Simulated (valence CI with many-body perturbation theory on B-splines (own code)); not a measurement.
# Questions on Ho²⁷⁺

Calculated by relativistic CI+MBPT: four valence electrons over a frozen Dirac-Fock core [Kr], a basis of 7 s, 7 p, 8 d, 6 f, 4 g, 1 h functions for each j, with the one-electron correlation potential Σ1 (screened to all orders), the two-electron term Σ2, the three-electron term Σ3, Breit, model QED; selected single and double excitations, second order for the rest, scaled by the run's own slope (own B-spline code, finite nucleus).

No measured spectrum was set against this ion. As an estimate, large intervals hold to a few tenths of a per cent, small ones and those within an open d or f shell to about a per cent. The list stops below the first excitations out of the core.

Levels are named by their leading jj configuration (3d3/2^4 stands for four electrons in 3d with j = 3/2), which in mixed levels can hold well under half, so a name can repeat and another be missing.

Rates and lifetimes use the calculated energies. Strong lines usually hold to 10 to 20 %, long lifetimes can be off by a factor of two.

Task: What is the ground level?

Result: (4d3/2^4) J=0, composition 54 % 4d⁴ ³P + 36 % 4d⁴ ⁵D + 10 % 4d⁴ ¹S.

Task: How well does LS coupling describe the low levels?

Result: Among the lowest 20 levels the leading LS term, summed over configurations, holds 50 % on average. For single configurations the figures are 49 % in LS and 85 % in jj coupling. Terms mix most in the J = 4 level at 91710 cm⁻¹, where the leading one holds 30 %.

Task: What is the ionisation energy?

Result: 985.9 eV; NIST lists 985 ± 4 eV (theoretical).
